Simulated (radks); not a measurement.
Values are calculated unless marked as measured or tabulated.
Neutral praseodymium, 59 electrons, occupied as [Xe] 4f3 6s2. Level of theory: Dirac Kohn-Sham, B86b exchange with PBE correlation, spin-unpolarised, spherical densities, point nucleus; open shells fill j = l - 1/2 first (a radial shooting solver on a logarithmic mesh with Libxc functionals).

Normalised radial functions P(r) = r R(r) (large component), r in bohr:

| r | 4d5/2 | 5p1/2 | 6s1/2 |
|---|---|---|---|
| 0.002498 | 0.0001 | 0.0064 | 0.0218 |
| 0.003413 | 0.0001 | 0.0098 | 0.0272 |
| 0.004662 | 0.0003 | 0.0151 | 0.0331 |
| 0.00637 | 0.0008 | 0.0236 | 0.0388 |
| 0.008633 | 0.0020 | 0.0365 | 0.0431 |
| 0.01179 | 0.0047 | 0.0564 | 0.0441 |
| 0.01611 | 0.0110 | 0.0850 | 0.0389 |
| 0.02184 | 0.0243 | 0.1218 | 0.0247 |
| 0.02983 | 0.0528 | 0.1649 | -0.0008 |
| 0.04075 | 0.1090 | 0.2001 | -0.0344 |
| 0.05523 | 0.2065 | 0.2017 | -0.0635 |
| 0.07546 | 0.3625 | 0.1358 | -0.0686 |
| 0.1031 | 0.5589 | -0.0163 | -0.0288 |
| 0.1408 | 0.7155 | -0.2079 | 0.0476 |
| 0.1909 | 0.6806 | -0.3012 | 0.1022 |
| 0.2607 | 0.3007 | -0.1530 | 0.0632 |
| 0.3562 | -0.3955 | 0.2068 | -0.0680 |
| 0.4828 | -1.0580 | 0.4513 | -0.1521 |
| 0.6595 | -1.2968 | 0.2549 | -0.0559 |
| 0.901 | -1.0014 | -0.3171 | 0.1561 |
| 1.221 | -0.5236 | -0.7921 | 0.2456 |
| 1.668 | -0.1742 | -0.8577 | 0.0806 |
| 2.279 | -0.0340 | -0.5687 | -0.2380 |
| 3.114 | -0.0034 | -0.2425 | -0.4828 |
| 4.22 | -0.0002 | -0.0676 | -0.5267 |
| 5.765 | 0.0000 | -0.0102 | -0.3774 |
| 7.876 | 0.0000 | -0.0007 | -0.1730 |
| 10.67 | 0.0000 | 0.0000 | -0.0503 |
| 14.58 | 0.0000 | 0.0000 | -0.0077 |

4d5/2: eigenvalue -108.76 eV, 1 radial node at r = 0.302 bohr, <r> = 0.732 bohr, 90 % of the charge inside 1.10 bohr. 5p1/2: eigenvalue -23.367 eV, 3 radial nodes at r = 0.100, 0.301, 0.767 bohr, <r> = 1.71 bohr, 90 % of the charge inside 2.50 bohr. 6s1/2: eigenvalue -3.475 eV, 5 radial nodes at r = 0.0296, 0.117, 0.307, 0.719, 1.82 bohr, <r> = 4.49 bohr, 90 % of the charge inside 6.61 bohr.
